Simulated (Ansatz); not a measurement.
Relaxation of the cluster Li₁₉⁺ with RKS PBE/def2-SVP.

```sh
$ ansatz run in.yaml --threads 4 --pin off --events-out ev --progress --plain --max-ram 4787MiB
```

```yaml
crystal:
  periodic: [false, false, false]
  atoms:
    - {symbol: Li, position_ang: [0.163970, -2.440310, 1.814270]}
    - {symbol: Li, position_ang: [0.859440, -0.335770, 3.227310]}
    - {symbol: Li, position_ang: [2.165560, -2.535030, -0.193540]}
    - {symbol: Li, position_ang: [-2.690970, 1.235220, 0.878940]}
    - {symbol: Li, position_ang: [-0.823080, 0.398070, -3.089920]}
    - {symbol: Li, position_ang: [0.860710, -1.743250, -2.521850]}
    - {symbol: Li, position_ang: [-1.856810, -1.991040, -2.229660]}
    - {symbol: Li, position_ang: [2.782140, -0.165350, -1.644910]}
    - {symbol: Li, position_ang: [2.804240, 2.106730, -0.207030]}
    - {symbol: Li, position_ang: [-1.640660, 2.464860, -1.440210]}
    - {symbol: Li, position_ang: [1.058990, 2.025110, -2.214810]}
    - {symbol: Li, position_ang: [0.218570, 3.051580, 0.331220]}
    - {symbol: Li, position_ang: [-0.336410, -3.433200, -0.593220]}
    - {symbol: Li, position_ang: [-0.827560, 1.892000, 2.618160]}
    - {symbol: Li, position_ang: [-1.808120, -0.654340, 2.831550]}
    - {symbol: Li, position_ang: [2.761970, -0.369780, 1.182940]}
    - {symbol: Li, position_ang: [-2.393870, -1.710890, 0.456010]}
    - {symbol: Li, position_ang: [-3.145730, 0.220920, -1.502720]}
    - {symbol: Li, position_ang: [1.847620, 1.984460, 2.297470]}
basis:
  gaussian: {orbitals: def2-SVP}
total_charge: 1
hamiltonian: {xc: pbe}
scf: {lower_state_search: "off"}
output: {orbitals: {seedname: orbitals}}
relax: {f_tol: 0.02, max_steps: 100}
```

It took 2.1 min on 4 threads of Arm Neoverse V2 on a shared host.

Positions (Å) and forces (eV/Å) at steps 1, 2, 3, 4, 5, 6, 7, 8, 9, 10, 11, 12, 13, 14, 15 of 33:

```xyz
19
step=1 energy=-3867.7826 eV
Li    0.164   -2.440    1.814    0.059   -0.160    0.125
Li    0.859   -0.336    3.227    0.197   -0.073    0.474
Li    2.166   -2.535   -0.194    0.430   -0.420    0.045
Li   -2.691    1.235    0.879   -0.178    0.143    0.106
Li   -0.823    0.398   -3.090   -0.018    0.003   -0.354
Li    0.861   -1.743   -2.522    0.061   -0.083   -0.260
Li   -1.857   -1.991   -2.230   -0.335   -0.374   -0.450
Li    2.782   -0.165   -1.645    0.336   -0.006   -0.299
Li    2.804    2.107   -0.207    0.557    0.395    0.009
Li   -1.641    2.465   -1.440   -0.263    0.472   -0.163
Li    1.059    2.025   -2.215    0.132    0.166   -0.329
Li    0.219    3.052    0.331   -0.054    0.186    0.030
Li   -0.336   -3.433   -0.593   -0.144   -0.652   -0.073
Li   -0.828    1.892    2.618   -0.118    0.301    0.338
Li   -1.808   -0.654    2.832   -0.436   -0.182    0.498
Li    2.762   -0.370    1.183    0.089   -0.047    0.100
Li   -2.394   -1.711    0.456   -0.068   -0.067    0.024
Li   -3.146    0.221   -1.503   -0.631   -0.006   -0.269
Li    1.848    1.984    2.297    0.383    0.404    0.449
19
step=2 energy=-3868.8168 eV
Li    0.180   -2.484    1.846    0.029   -0.051    0.031
Li    0.903   -0.350    3.362    0.074    0.002    0.318
Li    2.278   -2.657   -0.189    0.266   -0.299   -0.020
Li   -2.743    1.272    0.902   -0.070    0.057    0.030
Li   -0.841    0.402   -3.184   -0.092    0.008   -0.153
Li    0.876   -1.777   -2.585   -0.002   -0.091   -0.051
Li   -1.952   -2.096   -2.352   -0.221   -0.243   -0.293
Li    2.881   -0.164   -1.722    0.237    0.002   -0.151
Li    2.955    2.215   -0.208    0.352    0.253    0.003
Li   -1.720    2.589   -1.494   -0.195    0.274   -0.160
Li    1.101    2.076   -2.300    0.089    0.120   -0.157
Li    0.214    3.098    0.340    0.039    0.009    0.022
Li   -0.369   -3.611   -0.617   -0.071   -0.413   -0.063
Li   -0.856    1.967    2.720   -0.034    0.133    0.253
Li   -1.920   -0.699    2.975   -0.259   -0.104    0.347
Li    2.784   -0.375    1.205   -0.041    0.054   -0.002
Li   -2.409   -1.726    0.455    0.045    0.016   -0.062
Li   -3.315    0.224   -1.578   -0.389    0.006   -0.185
Li    1.953    2.097    2.423    0.243    0.265    0.295
19
step=3 energy=-3869.4487 eV
Li    0.197   -2.472    1.836    0.028    0.010   -0.019
Li    0.916   -0.334    3.496    0.032    0.011    0.214
Li    2.385   -2.782   -0.204    0.188   -0.187   -0.014
Li   -2.736    1.286    0.899    0.001    0.025   -0.009
Li   -0.895    0.404   -3.213   -0.086    0.003   -0.024
Li    0.859   -1.806   -2.558   -0.037   -0.035    0.084
Li   -2.048   -2.199   -2.473   -0.153   -0.168   -0.195
Li    2.978   -0.162   -1.776    0.164   -0.005   -0.095
Li    3.100    2.319   -0.207    0.231    0.165   -0.005
Li   -1.801    2.695   -1.567   -0.121    0.188   -0.113
Li    1.135    2.115   -2.348    0.056    0.061   -0.080
Li    0.235    3.040    0.348    0.047   -0.126    0.012
Li   -0.391   -3.778   -0.647   -0.042   -0.261   -0.029
Li   -0.859    2.000    2.833   -0.012    0.059    0.177
Li   -2.018   -0.741    3.109   -0.160   -0.076    0.184
Li    2.705   -0.334    1.176   -0.161    0.091   -0.072
Li   -2.346   -1.688    0.407    0.115    0.069   -0.103
Li   -3.470    0.229   -1.658   -0.251    0.008   -0.105
Li    2.055    2.207    2.547    0.159    0.169    0.192
19
step=4 energy=-3869.8924 eV
Li    0.221   -2.449    1.813    0.029    0.013   -0.022
Li    0.923   -0.323    3.614    0.018    0.007    0.127
Li    2.491   -2.880   -0.207    0.126   -0.081    0.002
Li   -2.711    1.302    0.885    0.021    0.024   -0.021
Li   -0.953    0.404   -3.189   -0.087    0.004    0.065
Li    0.820   -1.803   -2.452   -0.055    0.005    0.189
Li   -2.137   -2.295   -2.580   -0.096   -0.109   -0.124
Li    3.076   -0.162   -1.832    0.113   -0.016   -0.063
Li    3.228    2.410   -0.216    0.136    0.097    0.001
Li   -1.863    2.799   -1.630   -0.052    0.120   -0.066
Li    1.167    2.133   -2.386    0.035    0.017   -0.040
Li    0.264    2.898    0.353    0.053   -0.205    0.006
Li   -0.408   -3.918   -0.657   -0.026   -0.144   -0.006
Li   -0.860    2.014    2.937    0.001    0.020    0.118
Li   -2.094   -0.785    3.182   -0.075   -0.051    0.044
Li    2.538   -0.260    1.100   -0.226    0.121   -0.124
Li   -2.238   -1.620    0.324    0.143    0.085   -0.144
Li   -3.604    0.239   -1.713   -0.149    0.003   -0.048
Li    2.140    2.297    2.653    0.091    0.091    0.106
19
step=5 energy=-3870.1587 eV
Li    0.240   -2.446    1.803    0.025   -0.004   -0.011
Li    0.931   -0.322    3.676    0.015    0.003    0.066
Li    2.560   -2.919   -0.194    0.085   -0.016    0.015
Li   -2.698    1.321    0.873    0.015    0.027   -0.019
Li   -1.000    0.404   -3.139   -0.085    0.005    0.104
Li    0.780   -1.780   -2.323   -0.056    0.026    0.230
Li   -2.190   -2.355   -2.649   -0.059   -0.071   -0.085
Li    3.143   -0.167   -1.872    0.078   -0.024   -0.040
Li    3.303    2.462   -0.223    0.079    0.054    0.008
Li   -1.887    2.863   -1.658   -0.013    0.075   -0.033
Li    1.190    2.132   -2.409    0.026   -0.009   -0.021
Li    0.292    2.756    0.355    0.048   -0.215    0.003
Li   -0.418   -3.997   -0.655   -0.018   -0.081    0.004
Li   -0.860    2.019    3.000    0.006    0.004    0.076
Li   -2.126   -0.813    3.185   -0.024   -0.034   -0.030
Li    2.377   -0.186    1.017   -0.227    0.123   -0.140
Li   -2.139   -1.560    0.239    0.151    0.089   -0.163
Li   -3.685    0.245   -1.736   -0.099   -0.001   -0.018
Li    2.188    2.343    2.711    0.055    0.048    0.054
19
step=6 energy=-3870.3794 eV
Li    0.259   -2.461    1.802    0.018   -0.017   -0.006
Li    0.943   -0.324    3.706    0.013    0.002    0.014
Li    2.614   -2.927   -0.171    0.054    0.026    0.025
Li   -2.696    1.345    0.863    0.004    0.026   -0.016
Li   -1.049    0.405   -3.065   -0.077    0.004    0.124
Li    0.737   -1.743   -2.163   -0.045    0.036    0.225
Li   -2.225   -2.400   -2.707   -0.026   -0.038   -0.052
Li    3.195   -0.179   -1.903    0.043   -0.030   -0.016
Li    3.352    2.494   -0.225    0.036    0.020    0.013
Li   -1.894    2.911   -1.670    0.010    0.040   -0.008
Li    1.208    2.118   -2.425    0.016   -0.029   -0.002
Li    0.314    2.616    0.354    0.030   -0.182   -0.001
Li   -0.427   -4.052   -0.648   -0.015   -0.036    0.009
Li   -0.857    2.021    3.043    0.010   -0.005    0.039
Li   -2.135   -0.835    3.148    0.010   -0.021   -0.077
Li    2.221   -0.115    0.926   -0.187    0.097   -0.129
Li   -2.026   -1.492    0.137    0.147    0.093   -0.159
Li   -3.752    0.248   -1.744   -0.072   -0.005    0.003
Li    2.220    2.369    2.743    0.030    0.017    0.014
19
step=7 energy=-3870.5598 eV
Li    0.275   -2.486    1.801    0.010   -0.014   -0.014
Li    0.957   -0.326    3.706    0.013    0.002   -0.027
Li    2.661   -2.912   -0.137    0.034    0.044    0.031
Li   -2.706    1.375    0.853   -0.004    0.021   -0.017
Li   -1.104    0.405   -2.959   -0.062   -0.001    0.131
Li    0.703   -1.701   -1.993   -0.015    0.028    0.164
Li   -2.243   -2.431   -2.754    0.004   -0.005   -0.019
Li    3.236   -0.200   -1.920    0.019   -0.031    0.010
Li    3.382    2.508   -0.220    0.007   -0.006    0.012
Li   -1.891    2.946   -1.669    0.016    0.014    0.011
Li    1.222    2.086   -2.428    0.006   -0.047    0.023
Li    0.326    2.487    0.351   -0.003   -0.110   -0.005
Li   -0.438   -4.086   -0.639   -0.011    0.001    0.010
Li   -0.853    2.019    3.068    0.011   -0.008    0.007
Li   -2.125   -0.852    3.074    0.028   -0.011   -0.103
Li    2.076   -0.054    0.833   -0.117    0.044   -0.095
Li   -1.900   -1.404    0.020    0.113    0.093   -0.123
Li   -3.823    0.247   -1.739   -0.057   -0.010    0.018
Li    2.244    2.381    2.753    0.010   -0.003   -0.014
19
step=8 energy=-3870.6829 eV
Li    0.287   -2.506    1.785    0.007   -0.004   -0.028
Li    0.974   -0.329    3.672    0.017    0.001   -0.051
Li    2.709   -2.889   -0.093    0.026    0.034    0.033
Li   -2.728    1.408    0.839   -0.008    0.016   -0.018
Li   -1.162    0.403   -2.820   -0.049   -0.003    0.116
Li    0.699   -1.673   -1.857    0.030    0.009    0.069
Li   -2.240   -2.439   -2.782    0.019    0.020    0.008
Li    3.275   -0.233   -1.914    0.020   -0.029    0.025
Li    3.395    2.503   -0.212   -0.004   -0.018    0.005
Li   -1.893    2.973   -1.657    0.005    0.005    0.022
Li    1.228    2.021   -2.401    0.005   -0.068    0.047
Li    0.314    2.398    0.348   -0.035   -0.044    0.003
Li   -0.449   -4.093   -0.632   -0.008    0.024    0.008
Li   -0.847    2.015    3.073    0.004   -0.003   -0.013
Li   -2.102   -0.864    2.967    0.026   -0.002   -0.106
Li    1.968   -0.019    0.753   -0.054    0.000   -0.063
Li   -1.779   -1.298   -0.090    0.048    0.087   -0.058
Li   -3.907    0.238   -1.719   -0.046   -0.016    0.027
Li    2.258    2.383    2.741   -0.004   -0.008   -0.024
19
step=9 energy=-3870.7883 eV
Li    0.301   -2.510    1.739    0.010    0.005   -0.043
Li    0.998   -0.328    3.594    0.016    0.011   -0.063
Li    2.771   -2.874   -0.035    0.017    0.010    0.031
Li   -2.765    1.452    0.821   -0.008    0.012   -0.012
Li   -1.236    0.402   -2.640   -0.036    0.015    0.056
Li    0.752   -1.666   -1.789    0.030    0.004   -0.002
Li   -2.221   -2.418   -2.782    0.017    0.030    0.018
Li    3.363   -0.287   -1.885    0.051   -0.024    0.023
Li    3.403    2.484   -0.206   -0.009   -0.020   -0.006
Li   -1.913    3.005   -1.632   -0.009    0.007    0.027
Li    1.231    1.885   -2.321    0.018   -0.093    0.058
Li    0.270    2.344    0.358   -0.049   -0.012    0.029
Li   -0.461   -4.066   -0.632   -0.004    0.024    0.000
Li   -0.854    2.015    3.066   -0.011    0.009   -0.008
Li   -2.077   -0.867    2.826    0.010    0.008   -0.079
Li    1.881   -0.005    0.660   -0.016   -0.013   -0.051
Li   -1.684   -1.168   -0.175    0.015    0.053    0.019
Li   -4.018    0.217   -1.676   -0.025   -0.024    0.026
Li    2.258    2.383    2.709   -0.018   -0.004   -0.022
19
step=10 energy=-3870.8683 eV
Li    0.317   -2.500    1.676    0.008    0.007   -0.041
Li    1.017   -0.308    3.491   -0.001    0.030   -0.067
Li    2.814   -2.877    0.007    0.001   -0.002    0.018
Li   -2.799    1.487    0.813   -0.011    0.011    0.001
Li   -1.303    0.425   -2.540   -0.024    0.019    0.008
Li    0.804   -1.656   -1.786    0.006    0.007   -0.016
Li   -2.205   -2.378   -2.761    0.008    0.021    0.017
Li    3.488   -0.347   -1.853    0.063   -0.022    0.013
Li    3.400    2.463   -0.210   -0.010   -0.015   -0.006
Li   -1.937    3.034   -1.595   -0.014    0.020    0.031
Li    1.248    1.713   -2.224    0.025   -0.089    0.047
Li    0.210    2.308    0.395   -0.038   -0.025    0.040
Li   -0.464   -4.036   -0.647   -0.003    0.005   -0.014
Li   -0.885    2.035    3.078   -0.025    0.028    0.022
Li   -2.066   -0.856    2.726   -0.002    0.014   -0.033
Li    1.838   -0.005    0.570    0.013   -0.012   -0.045
Li   -1.626   -1.076   -0.190    0.034    0.022    0.019
Li   -4.086    0.183   -1.627   -0.008   -0.027    0.024
Li    2.235    2.392    2.675   -0.022    0.009   -0.017
19
step=11 energy=-3870.9457 eV
Li    0.326   -2.487    1.608    0.004    0.007   -0.037
Li    1.006   -0.251    3.362   -0.032    0.055   -0.076
Li    2.828   -2.895    0.026   -0.009   -0.010   -0.001
Li   -2.833    1.511    0.825   -0.010    0.000    0.010
Li   -1.357    0.459   -2.503   -0.018    0.015   -0.010
Li    0.834   -1.643   -1.804    0.007   -0.016   -0.014
Li   -2.194   -2.344   -2.736    0.002    0.013    0.018
Li    3.623   -0.409   -1.833    0.050   -0.012    0.003
Li    3.391    2.444   -0.216   -0.003   -0.011   -0.006
Li   -1.958    3.069   -1.535   -0.008    0.028    0.044
Li    1.279    1.540   -2.133    0.017   -0.046    0.022
Li    0.148    2.233    0.455   -0.023   -0.076    0.043
Li   -0.466   -4.027   -0.680   -0.001   -0.016   -0.020
Li   -0.943    2.096    3.132   -0.035    0.054    0.045
Li   -2.068   -0.831    2.667   -0.012    0.021   -0.007
Li    1.851   -0.019    0.486    0.048   -0.025   -0.023
Li   -1.545   -1.008   -0.192    0.036    0.023   -0.006
Li   -4.117    0.136   -1.573    0.005   -0.028    0.024
Li    2.197    2.425    2.643   -0.019    0.025   -0.009
19
step=12 energy=-3871.0464 eV
Li    0.329   -2.470    1.531    0.004    0.015   -0.040
Li    0.946   -0.147    3.204   -0.075    0.076   -0.080
Li    2.831   -2.929    0.022   -0.002   -0.026   -0.018
Li   -2.866    1.522    0.853   -0.007   -0.010    0.012
Li   -1.402    0.498   -2.491   -0.008    0.016   -0.019
Li    0.864   -1.656   -1.829   -0.003   -0.026    0.002
Li   -2.186   -2.317   -2.706   -0.001    0.008    0.017
Li    3.741   -0.456   -1.832    0.029    0.004   -0.008
Li    3.386    2.426   -0.223    0.005   -0.005   -0.008
Li   -1.965    3.110   -1.440    0.020    0.031    0.059
Li    1.307    1.411   -2.065    0.000    0.002   -0.004
Li    0.092    2.069    0.534   -0.019   -0.124    0.063
Li   -0.467   -4.046   -0.721   -0.001   -0.037   -0.015
Li   -1.026    2.207    3.218   -0.030    0.068    0.038
Li   -2.086   -0.791    2.627   -0.016    0.024   -0.001
Li    1.929   -0.056    0.421    0.078   -0.041   -0.003
Li   -1.457   -0.941   -0.205    0.026    0.013   -0.014
Li   -4.127    0.083   -1.514    0.017   -0.028    0.024
Li    2.155    2.483    2.616   -0.017    0.040   -0.007
19
step=13 energy=-3871.1433 eV
Li    0.333   -2.449    1.462    0.011    0.026   -0.040
Li    0.862   -0.043    3.070   -0.088    0.075   -0.058
Li    2.841   -2.972    0.003    0.007   -0.040   -0.030
Li   -2.893    1.524    0.876   -0.002   -0.012    0.005
Li   -1.433    0.532   -2.486   -0.010    0.018   -0.025
Li    0.883   -1.674   -1.835   -0.007   -0.028    0.013
Li   -2.179   -2.299   -2.680    0.000    0.007    0.016
Li    3.820   -0.480   -1.844    0.008    0.016   -0.017
Li    3.386    2.413   -0.231    0.010   -0.002   -0.012
Li   -1.940    3.147   -1.342    0.054    0.029    0.065
Li    1.320    1.338   -2.021   -0.012    0.029   -0.009
Li    0.051    1.895    0.611   -0.017   -0.115    0.065
Li   -0.468   -4.079   -0.750   -0.001   -0.045   -0.004
Li   -1.095    2.317    3.280   -0.014    0.055    0.008
Li   -2.109   -0.755    2.596   -0.020    0.015    0.002
Li    2.023   -0.100    0.384    0.082   -0.035    0.023
Li   -1.396   -0.897   -0.221   -0.006   -0.006   -0.015
Li   -4.128    0.036   -1.465    0.024   -0.028    0.023
Li    2.121    2.545    2.593   -0.020    0.042   -0.009
19
step=14 energy=-3871.2287 eV
Li    0.350   -2.411    1.394    0.025    0.032   -0.037
Li    0.748    0.060    2.977   -0.043    0.019    0.011
Li    2.861   -3.033   -0.043    0.014   -0.047   -0.035
Li   -2.906    1.515    0.886    0.003   -0.005   -0.006
Li   -1.457    0.565   -2.499   -0.018    0.007   -0.002
Li    0.884   -1.699   -1.816    0.000    0.011    0.023
Li   -2.173   -2.290   -2.658    0.007   -0.004    0.006
Li    3.844   -0.469   -1.872   -0.005    0.012   -0.031
Li    3.395    2.409   -0.247    0.010    0.003   -0.013
Li   -1.849    3.188   -1.237    0.090    0.021    0.067
Li    1.307    1.340   -2.000   -0.008   -0.003    0.037
Li    0.027    1.719    0.692   -0.023   -0.049   -0.006
Li   -0.470   -4.134   -0.756   -0.003   -0.033    0.007
Li   -1.139    2.411    3.299   -0.016    0.048   -0.013
Li   -2.141   -0.733    2.578   -0.031   -0.003   -0.003
Li    2.139   -0.144    0.394    0.052    0.001    0.020
Li   -1.391   -0.896   -0.236   -0.031   -0.006   -0.025
Li   -4.114   -0.011   -1.426    0.003   -0.029    0.020
Li    2.087    2.611    2.571   -0.027    0.024   -0.021
19
step=15 energy=-3871.2954 eV
Li    0.390   -2.353    1.324    0.022    0.031   -0.026
Li    0.667    0.111    2.973   -0.005   -0.007    0.046
Li    2.887   -3.101   -0.109    0.004   -0.024   -0.029
Li   -2.909    1.509    0.873    0.003    0.002   -0.029
Li   -1.494    0.588   -2.493   -0.015    0.023    0.012
Li    0.879   -1.687   -1.776   -0.002   -0.001    0.021
Li   -2.160   -2.299   -2.650    0.013   -0.005   -0.009
Li    3.845   -0.455   -1.923   -0.020    0.009   -0.027
Li    3.413    2.416   -0.266    0.014    0.016   -0.020
Li   -1.694    3.239   -1.130    0.103    0.028    0.061
Li    1.290    1.325   -1.936   -0.011   -0.002    0.020
Li    0.004    1.600    0.718   -0.020   -0.028   -0.009
Li   -0.471   -4.179   -0.747    0.002   -0.001    0.016
Li   -1.180    2.498    3.278   -0.006    0.018   -0.038
Li   -2.189   -0.733    2.561   -0.027   -0.016   -0.016
Li    2.240   -0.158    0.422    0.038    0.007    0.050
Li   -1.428   -0.907   -0.259   -0.039   -0.013    0.002
Li   -4.126   -0.069   -1.390   -0.019   -0.041    0.016
Li    2.037    2.656    2.530   -0.035    0.004   -0.041
```

The restricted singlet is unstable towards broken spin symmetry in Hartree–Fock (as tested in another run); at PBE/def2-SVP this wasn't settled. Another isomer (singlet) lies 0.29 eV lower at PBE0/def2-TZVP; other spin states weren't run for this one.
